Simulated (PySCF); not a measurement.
Work out the structure from these simulated measurements.

Formula: CH10ClNSi3.

| Item | Value |
| --- | --- |
| Polarisability | 114.4 au [B3LYP/def2-SVPD] |
| Dipole | 1.25 D [B3LYP/def2-SVPD] |
| UV, first state | lowest singlet excitation: 5.88 eV (211 nm, f = 0.006) [TDDFT B3LYP/def2-SVPD] |
| 13C NMR | chemical shifts (computed TMS as zero) by class: -6.5 (1 C) ppm [GIAO PBE0/pcSseg-1] |
| UV, strongest line | among the 10 lowest singlet transitions: S10 at 7.42 eV (167 nm, f = 0.030) [TDDFT B3LYP/def2-SVPD] |
| NMR, other nuclei | isotropic shieldings of nuclei other than C and H, by class: 254 (1 N), 357 (1 Si), 386 (1 Si), 425 (1 Si), 959 (1 Cl) ppm [GIAO PBE0/pcSseg-1] |
| Rotational structure | rotational constants A, B, C: 1.871, 1.064, 0.769 GHz [PBE0-D3(BJ)/def2-SVP] |
| 1H NMR | chemical shifts (computed TMS as zero) by class: 5.23 (1 H), 5.14 (1 H), 4.99 (1 H), 4.65 (1 H), 3.88 (3 H), 0.64 (2 H), -0.28 (1 H) ppm [GIAO PBE0/pcSseg-1] |
| Valence photoelectron | vertical ionisation energy: 9.31 eV [ΔSCF B3LYP/def2-SVPD] |

Gas-phase values; electronic properties from PySCF, density fitting. Levels stand in brackets. One conformer (not necessarily the lowest) at the PBE0-D3(BJ)/def2-SVP geometry, without solvent, vibrations or thermal averaging. Each NMR value is the plain mean over a class of atoms that symmetry, rotation or inversion makes alike.

Question: Propose a structure and show how it fits.

Answer: Numbering: `[NH2:1][SiH2:2][C@H:3]([SiH3:4])[SiH2:5][Cl:6]`. Its formula, CH10ClNSi3, gives 0 degrees of unsaturation, so no ring and no π bond. The one carbon: sp3 carbon bound to silicon [C3] (-6.5 ppm). Hydrogen classes from least to most shielded: 1 H on a chlorine-bound silicon, Si5 (5.23 ppm), 1 H on an SiH2 silicon, Si2 (5.14 ppm), 1 H on a chlorine-bound silicon, Si5 (4.99 ppm), 1 H on an SiH2 silicon, Si2 (4.65 ppm), 3 H on an SiH3 silicon, Si4 (3.88 ppm), 2 H on a silicon-bound nitrogen, N1 (0.64 ppm), 1 H on an sp3 carbon bound to silicon, C3 (-0.28 ppm). The other shieldings belong to: 254 ppm, silicon-bound nitrogen [N1]; 357 ppm, chlorine-bound silicon [Si5]; 386 ppm, SiH2 silicon [Si2]; 425 ppm, SiH3 silicon [Si4]; 959 ppm, silicon-bound chlorine [Cl6]. S1 is mainly HOMO→LUMO (weight 0.93); the largest Löwdin shares of the orbital it empties are 0.58 on the silicon-bound nitrogen, 0.11 on the SiH2 silicon, 0.10 on the sp3 carbon bound to silicon and 0.06 on an N–H hydrogen, of the orbital it fills 0.23 on the chlorine-bound silicon, 0.20 on the silicon-bound chlorine, 0.10 on the SiH3 silicon and 0.08 on the sp3 carbon bound to silicon. The optimised geometry has point group C1 and is an asymmetric top. Structure: `N[SiH2][C@H]([SiH3])[SiH2]Cl`. The assignments are read from this structure; whether some other isomer fits the data as well wasn't checked. The mirror image fits equally.

Conformer computed: `[NH2:1][SiH2:2][C@H:3]([SiH3:4])[SiH2:5][Cl:6]`: N1–Si2–C3–Si4 88°, Si2–C3–Si5–Cl6 -39°, H–N1–Si2–C3 70°, H–N1–Si2–C3 -87°.
